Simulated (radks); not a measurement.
Task: Valence configurations of Hg3+ (all share [Xe]). Method: scalar-relativistic Kohn-Sham, PBE, spin-polarised, spherical densities, finite nucleus; open shells are filled with parallel spins first (spin-orbit coupling, left out, can overturn this in heavy ions); Fermi nuclear charge, rms radius 5.4648 fm; computed with a radial shooting solver on a logarithmic mesh with Libxc functionals. Order these by energy: 4f13 5d10; 4f13.5 5d9.5; 4f14 5d8.5 6s0.5; 4f14 5d9; 4f14 5d8 6p1; 4f13 5d9 6p1; 4f14 5d8 6s1; 4f14 5d7 6p2; 4f14 5d8.5 6p0.5; 4f13.5 5d8.5 6p1.

Result: From the lowest, in eV above it: 4f14 5d9 0.000; 4f14 5d8.5 6s0.5 3.901; 4f14 5d8 6s1 7.856; 4f14 5d8.5 6p0.5 9.100; 4f14 5d8 6p1 18.579; 4f14 5d7 6p2 38.684; 4f13.5 5d9.5 45.336; 4f13.5 5d8.5 6p1 64.918; 4f13 5d10 93.141; 4f13 5d9 6p1 113.71. NIST lists [Xe] 4f14 5d9 as the ground configuration; this level of theory agrees among the configurations tried. The energies are those of spherical high-spin densities, not of single terms.
